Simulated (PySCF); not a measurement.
## Correlation energy of Xe (xenon, neutral)

[Xe], closed-shell 1S. Calculation: PySCF 2.14, in def2-QZVPPD with the def2 core potential (28 electrons); scalar relativity through the core potential. Frozen: 4s2 4p6 4d10; 8 electrons correlated.

```json
{"level": "CCSD", "correlation energy (mhartree)": "-185.55"}
{"level": "(T)", "correlation energy (mhartree)": "-6.81"}
{"level": "CCSD(T)", "correlation energy (mhartree)": "-192.36"}
```

Diagnostics: T1 = 0.0029, D1 = 0.0077, largest double amplitude 0.031.

Q: Is a single reference adequate?

A: Yes, within this model without spin-orbit coupling: T1 lies below 0.03 and no double amplitude reaches 0.07.
